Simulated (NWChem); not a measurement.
Molecule: C₃H₉B; SMILES BC(C)C

```xyz
13

B      0.0050     1.6161     0.0882
H     -1.0232     2.2270     0.1783
H      1.0370     2.2205     0.1786
C      0.0003     0.0959    -0.2664
C     -1.2797    -0.6784     0.0999
C      1.2755    -0.6863     0.0996
H      0.0005     0.2203    -1.3770
H     -1.2874    -1.6809    -0.3465
H     -1.3581    -0.8071     1.1868
H     -2.1796    -0.1503    -0.2340
H      2.1786    -0.1637    -0.2344
H      1.2770    -1.6887    -0.3469
H      1.3533    -0.8156     1.1864
```
Atoms are numbered in this order, from 1.

Level: B3LYP/6-31G* (spherical d) (NWChem), optimised geometry, unscaled harmonic frequencies. B3LYP is NWChem's, with the RPA form of VWN correlation.

| frequency (cm⁻¹) | IR intensity (km/mol) |
|---|---|
| 208 | 0.4 |
| 212 | 1.2 |
| 216 | 0.0 |
| 313 | 1.2 |
| 338 | 1.5 |
| 363 | 0.2 |
| 723 | 2.8 |
| 835 | 5.1 |
| 878 | 11.1 |
| 933 | 4.5 |
| 977 | 20.5 |
| 987 | 0.1 |
| 1094 | 37.6 |
| 1154 | 0.7 |
| 1206 | 4.0 |
| 1248 | 27.6 |
| 1290 | 0.0 |
| 1338 | 22.1 |
| 1431 | 0.8 |
| 1451 | 0.2 |
| 1517 | 0.0 |
| 1531 | 4.7 |
| 1535 | 13.0 |
| 1543 | 2.9 |
| 2596 | 117.0 |
| 2667 | 146.8 |
| 2854 | 40.2 |
| 3036 | 33.3 |
| 3041 | 37.1 |
| 3094 | 0.3 |
| 3097 | 69.7 |
| 3115 | 26.0 |
| 3116 | 42.0 |

zero-point energy: 71.4 kcal/mol
thermal correction to the enthalpy at 298.15 K (with zero-point energy): 75.8 kcal/mol
heat capacity Cv: 21.0 cal/(mol K)
entropy at 298.15 K and 1 atm (symmetry number 1): 73.5 cal/(mol K)
dipole moment: 0.61 D

Rigid rotor and harmonic oscillator.
